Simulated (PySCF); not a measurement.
1-fluorocyclopentene (C5H7F), SMILES C1(=CCCC1)F.

Geometry: PBE-D3(BJ)/def2-SVP. The values are those of a single conformer.

Method: PBE-D3(BJ)/def2-SVP (PySCF).

Frequencies are harmonic and unscaled.

Computed vibrational spectrum:
```
mode  ν (cm⁻¹)  IR (km/mol)  moving atoms (share of kinetic energy)
----  --------  -----------  --------------------------------------
1          153          0.5                          H 55 %, C 39 %
2          252          0.3                  C 50 %, H 31 %, F 19 %
3          394          2.7                  C 44 %, F 42 %, H 14 %
4          455          3.5                          C 56 %, H 40 %
5          564          6.5                  C 49 %, F 33 %, H 17 %
6          632          5.1                  C 51 %, H 35 %, F 14 %
7          785         21.1                          H 58 %, C 41 %
8          802          8.6                          H 69 %, C 30 %
9          871          4.7                          H 64 %, C 35 %
10         885          2.6                          C 76 %, H 21 %
11         904          6.4                          C 57 %, H 39 %
12         948          8.0                          H 59 %, C 41 %
13        1017          1.6                          H 54 %, C 45 %
14        1020          1.5                          H 59 %, C 41 %
15        1097          4.6                          H 85 %, C 15 %
16        1152         13.1                          H 47 %, C 46 %
17        1172          0.9                          H 80 %, C 20 %
18        1209          3.9                          H 67 %, C 32 %
19        1223         34.7                          H 57 %, C 35 %
20        1274          6.7                          H 63 %, C 37 %
21        1285          8.0                          H 53 %, C 46 %
22        1340         76.1                          C 70 %, H 25 %
23        1401          2.4                                  H 92 %
24        1410          4.1                          H 90 %, C 10 %
25        1428          3.7                          H 89 %, C 11 %
26        1699         85.0                                  C 94 %
27        2939         41.4                                  H 94 %
28        2952         32.5                                  H 94 %
29        2995         10.2                                  H 93 %
30        3007         31.1                           H 92 %, C 8 %
31        3018         18.9                           H 91 %, C 9 %
32        3058         22.2                          H 90 %, C 10 %
33        3159          3.9                           H 91 %, C 9 %
```
